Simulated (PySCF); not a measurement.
# Polarisability and C₆ of In+ (indium, charge +1)

[Kr] 4d10 5s2, closed-shell 1S. Calculation: PySCF 2.14, in aug-cc-pVQZ-DK3 (9s8p6d3f2g, 102 functions); scalar relativity by spin-free X2C-1e. Coupled (time-dependent) response in atomic units; α is the mean over directions.

| method | mean α (bohr³) | C₆ (like pair) | S(−4) |
| --- | --- | --- | --- |
| CAM-B3LYP | 24.46 | 164.4 | 251.3 |

S(−4) is the Cauchy moment in α(ω) = α(0) + S(−4) ω² + …

α(iu) at CAM-B3LYP:

| u (hartree) | α(iu) (bohr³) |
| --- | --- |
| 0 | 24.46 |
| 0.0500 | 23.85 |
| 0.100 | 22.22 |
| 0.200 | 17.68 |
| 0.300 | 13.57 |
| 0.500 | 8.518 |
| 0.750 | 5.561 |
| 1.00 | 4.056 |
| 1.50 | 2.540 |
| 2.00 | 1.770 |
| 3.00 | 0.9978 |
| 5.00 | 0.4333 |

A single London oscillator, α(iu) = α/(1 + u²/ω²), gives C₆ = (3/4) ω α². Matching the computed C₆ needs ω = 4 × 164.4 / (3 × 24.46²) = 0.366 hartree.

For an ion, C₆ is the dispersion term alone; charge-induced terms of lower order in 1/R come first.
